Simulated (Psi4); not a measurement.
C4H4BrF, singlet, geometry from GFN2-xTB; PBE/6-31G** (Psi4).

Psi4 was given this input:
```
memory 2 GB

molecule {
0 1
  F     3.59142393   -0.54375179    0.06357655
  C     2.76712093    0.50152827   -0.09253431
  C     1.44294961    0.37411372   -0.06556261
  C     0.76252458   -0.87972325    0.13100177
  C    -0.55781796   -1.04877444    0.16435354
  Br   -1.80920781    0.35096855   -0.04387312
  H     3.30602347    1.42528322   -0.23756129
  H     0.84479514    1.26256256   -0.19882228
  H     1.38681164   -1.75394006    0.26192765
  H    -1.02683525   -2.00690456    0.31427591
}

set basis 6-31g**

energy('pbe')
print_variables()
```

It wrote (shortened):

```
   => Loading Basis Set <=

    Name: 6-31G**
    Role: ORBITAL
    Keyword: BASIS

         ---------------------------------------------------------
                                   SCF
               by Justin Turney, Rob Parrish, Andy Simmonett
                          and Daniel G. A. Smith
                              RKS Reference
         ---------------------------------------------------------

  ==> Geometry <==

    Molecular point group: c1
    Full point group: C1

    Geometry (in Angstrom), charge = 0, multiplicity = 1:

       Center              X                  Y                   Z               Mass
    ------------   -----------------  -----------------  -----------------  -----------------
         F            3.704962825542    -0.568105394601     0.066687801060    18.998403162730
         C            2.880659825542     0.477174665399    -0.089423058940    12.000000000000
         C            1.556488505542     0.349760115399    -0.062451358940    12.000000000000
         C            0.876063475542    -0.904076854601     0.134113021060    12.000000000000
         C           -0.444279064458    -1.073128044601     0.167464791060    12.000000000000
         BR          -1.695668914458     0.326614945399    -0.040761868940    78.918337600000
         H            3.419562365542     1.400929615399    -0.234450038940     1.007825032230
         H            0.958334035542     1.238208955399    -0.195711028940     1.007825032230
         H            1.500350535542    -1.778293664601     0.265038901060     1.007825032230
         H           -0.913296354458    -2.031258164601     0.317387161060     1.007825032230

  Running in c1 symmetry.

  Rotational constants: A =      0.34774  B =      0.02595  C =      0.02415 [cm^-1]
  Rotational constants: A =  10425.00815  B =    777.87182  C =    723.86030 [MHz]
  Nuclear repulsion =  355.876594616106900

  Charge       = 0
  Multiplicity = 1
  Electrons    = 72
  Nalpha       = 36
  Nbeta        = 36

  ==> Algorithm <==

  SCF Algorithm Type is DF.
  DIIS enabled.
  MOM disabled.
  Fractional occupation disabled.
  Guess Type is SAD.
  Energy threshold   = 1.00e-06
  Density threshold  = 1.00e-06
  Integral threshold = 1.00e-12

  ==> Primary Basis <==

  Basis Set: 6-31G**
    Blend: 6-31G**
    Number of shells: 54
    Number of basis functions: 130
    Number of Cartesian functions: 130
    Spherical Harmonics?: false
    Max angular momentum: 2

  ==> DFT Potential <==

[...]
   @DF-RKS iter   6: -2827.80311333461759   -6.33815e-03   2.70661e-04 DIIS/ADIIS
   @DF-RKS iter   7: -2827.80380683150861   -6.93497e-04   4.13261e-05 DIIS
   @DF-RKS iter   8: -2827.80381507680477   -8.24530e-06   2.21191e-05 DIIS
   @DF-RKS iter   9: -2827.80381947621527   -4.39941e-06   2.96194e-06 DIIS
   @DF-RKS iter  10: -2827.80381953420965   -5.79944e-08   1.39167e-06 DIIS
   @DF-RKS iter  11: -2827.80381955342409   -1.92144e-08   3.25542e-07 DIIS
  Energy and wave function converged.

  ==> Post-Iterations <==

   Electrons on quadrature grid:
      Ntotal   =   72.0000230724 ; deviation = 2.307e-05

    Orbital Energies [Eh]
    ---------------------

    Doubly Occupied:

[...]
    Virtual:

[...]
     130A     89.864272

    Final Occupation by Irrep:
              A
    DOCC [    36 ]
    NA   [    36 ]
    NB   [    36 ]

  @DF-RKS Final Energy: -2827.80381955342409

   => Energetics <=

    Nuclear Repulsion Energy =            355.8765946161068996
    One-Electron Energy =               -4636.2463852164783020
    Two-Electron Energy =                1576.7545394688308988
    DFT Exchange-Correlation Energy =    -124.1885684218833887
    Empirical Dispersion Energy =           0.0000000000000000
    VV10 Nonlocal Energy =                  0.0000000000000000
    Total Energy =                      -2827.8038195534240913

Computation Completed

Properties will be evaluated at   0.000000,   0.000000,   0.000000 [a0]

Properties computed using the SCF density matrix

 Multipole Moments:

 ------------------------------------------------------------------------------------
     Multipole            Electronic (a.u.)      Nuclear  (a.u.)        Total (a.u.)
 ------------------------------------------------------------------------------------

 L = 1.  Multiply by 2.5417464519 to convert [e a0] to [Debye]
 Dipole X            :        -15.1019420           15.4481340            0.3461920
 Dipole Y            :          3.3357855           -3.3135581            0.0222274
 Dipole Z            :         -0.4286652            0.4233178           -0.0053474
 Magnitude           :                                                    0.3469461

 ------------------------------------------------------------------------------------

  Variable Map:
  ----------------------------------------------------------------------------
[...]
  Array Variable Map:
  ----------------------------------------------------------------------------
[...]
[...]
```
